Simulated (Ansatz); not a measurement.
Coupled-cluster diagnostics for Ge(CN)H3 (CH3GeN), Ansatz.

Geometry of the singlet (r2SCAN-D4/def2-TZVP):

```csv
atom,x (Å),y (Å),z (Å)
Ge1,-0.017,0.534,-0.293
C2,0.036,-1.148,0.630
N3,0.069,-2.161,1.187
H4,0.249,0.243,-1.766
H5,1.071,1.411,0.317
H6,-1.407,1.121,-0.073
```

Correlated methods freeze 11 core orbitals; core or outer-core shells of Ge are correlated, in sets that lack core-valence functions.

Question: Estimate the CCSD(T) correlation energy, the shares of MP2 and (T), T1 and the reference's ⟨S²⟩ for: charge 0, singlet, own geometry in def2-TZVPP; charge 1, doublet, vertical in def2-TZVPP; and the rough time on 4 threads of Intel Xeon on a shared host.

Answer: 
| state | basis | correlation (eV) | MP2 share (%) | (T) share (%) | T1 | ⟨S²⟩ (pure) | wall time |
| --- | --- | --- | --- | --- | --- | --- | --- |
| charge 0, singlet, own geometry | def2-TZVPP | -17.382 | 93.7 | 4.3 | 0.013 | 0.00 (0.00) | 19 s |
| charge 1, doublet, vertical | def2-TZVPP | -15.897 | 89.8 | 4.1 | 0.041 | 0.76 (0.75) | 91 s |
Customary marks for T1 are 0.02 (closed shells), 0.045 (open shells) and about 0.05 (3d metals). T1 exceeds 0.02 in 1 of 2 rows and 0.045 in 0; the higher it lies, the less the single-reference result can be trusted.
